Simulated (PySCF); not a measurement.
Species: `[SiH2](C#CC#CC)P[SiH2]C`. The columns A, B, C and D hold Mulliken, IAO, Hirshfeld and ESP-fitted charges (e) of one PBE0/pcSseg-1 density (PySCF), in a shuffled order. Coordinates in Å (GFN2-xTB); the density's dipole moment is (-0.47, -1.83, -0.11) D.

```tsv
atom	x	y	z	A	B	C	D
C1	-4.550	-2.558	-1.428	-0.570	-0.436	-0.090	-0.204
C2	-3.660	-1.568	-0.878	+0.330	+0.015	-0.003	-0.352
C3	-2.911	-0.739	-0.417	-0.482	-0.078	-0.059	+0.073
C4	-2.064	0.188	0.094	+0.355	-0.005	-0.027	+0.196
C5	-1.308	1.016	0.561	-0.414	-0.335	-0.148	-0.451
Si6	-0.110	2.249	1.211	+0.481	+0.611	+0.297	+0.488
P7	1.709	2.130	-0.093	-0.438	-0.226	-0.073	-0.377
Si8	2.555	0.148	0.501	+0.634	+0.593	+0.289	+0.458
C9	4.324	0.042	-0.183	-0.614	-0.706	-0.210	-0.617
H10	-5.586	-2.287	-1.222	+0.190	+0.179	+0.067	+0.157
H11	-4.346	-3.532	-0.983	+0.189	+0.179	+0.067	+0.156
H12	-4.411	-2.627	-2.507	+0.194	+0.180	+0.067	+0.157
H13	0.163	1.927	2.620	-0.103	-0.113	-0.072	-0.044
H14	-0.645	3.610	1.083	-0.059	-0.099	-0.067	-0.046
H15	2.503	2.877	0.755	+0.124	-0.004	-0.011	+0.069
H16	1.688	-0.870	-0.099	-0.117	-0.108	-0.077	-0.037
H17	2.581	-0.053	1.959	-0.165	-0.125	-0.083	-0.061
H18	4.773	-0.921	0.045	+0.147	+0.160	+0.045	+0.145
H19	4.329	0.166	-1.263	+0.159	+0.161	+0.044	+0.148
H20	4.961	0.815	0.240	+0.159	+0.157	+0.043	+0.142
```

Q: Which column most likely holds the ESP-fitted charges?

A: A. Σ q r misses the density's dipole by 0.07 D (A), 0.84 D (B), 1.03 D (C), 1.23 D (D). Charges fitted to the outside potential are the only set here that is tied to the molecule's multipoles.

Q: And the Hirshfeld charges?

A: C. The mean sizes are 0.092 e (C), 0.219 e (D), 0.223 e (B), 0.296 e (A), and Hirshfeld charges are commonly the smallest of these schemes.

As computed, A = ESP-fitted, B = IAO, C = Hirshfeld, D = Mulliken. Hydrogens on carbon: ESP-fitted +0.15 to +0.19, IAO +0.16 to +0.18, Hirshfeld +0.04 to +0.07, Mulliken +0.14 to +0.16 e.

The Mulliken scheme gives each basis function's population to the atom it is centred on and halves the overlap population of two atoms between them. The Hirshfeld scheme weights the molecular density at each point by an atom's share of the summed free-atom densities.

One conformer (not necessarily the lowest) at the GFN2-xTB geometry, without solvent, vibrations or thermal averaging.

The values belong to the conformer `[CH3:1][C:2]#[C:3][C:4]#[C:5][SiH2:6][PH:7][SiH2:8][CH3:9]`: C5–Si6–P7–Si8 -71°, Si6–P7–Si8–C9 -167°.
